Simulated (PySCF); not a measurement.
Predicted microwave data (PBE0-D3(BJ)/def2-SVP geometry optimisation, gas phase in PySCF) for one isomer of C2H7FSi2:

```
Rotational constants : A = 3140, B = 2428, C = 1522 MHz
Dipole components    : |μa| = 0.85 D, |μb| = 1.63 D, |μc| = 0.52 D
Inertial defect      : -36.93 u·Å²
κ                    : 0.12
```

Task: Which candidate fits, each taken in the one conformer that was computed?
A. `F[SiH]1C[SiH2]C1`
B. `[CH2:1]=[CH:2][Si@H:3]([F:4])[SiH3:5]` with C1–C2–Si3–F4 122°
C. `[F:1][SiH2:2]/[CH:3]=[CH:4]/[SiH3:5]` with F1–Si2–C3–C4 0°

Result: B. It is C=C[Si@H](F)[SiH3], an asymmetric top, point group C1. The candidates at the same level (rigid rotor, commonest isotopes):

| SMILES | A (MHz) | B (MHz) | C (MHz) | μa (D) | μb (D) | μc (D) | Δ (u·Å²) | point group | rotor |
| --- | --- | --- | --- | --- | --- | --- | --- | --- | --- |
| F[SiH2]/C=C/[SiH3] | 9274 | 1133 | 1034 | 0.41 | 1.24 | 0.00 | -11.88 | Cs | near-prolate asymmetric top |
| F[SiH]1C[SiH2]C1 | 5684 | 2276 | 1980 | 1.18 | 0.00 | 0.98 | -55.67 | Cs | asymmetric top |
| C=C[Si@H](F)[SiH3] | 3140 | 2428 | 1522 | 0.85 | 1.63 | 0.52 | -36.93 | C1 | asymmetric top |

`F[SiH]1C[SiH2]C1` has A 81 % too high; `F[SiH2]/C=C/[SiH3]` has A 195 % too high. No structure here is proved a minimum.
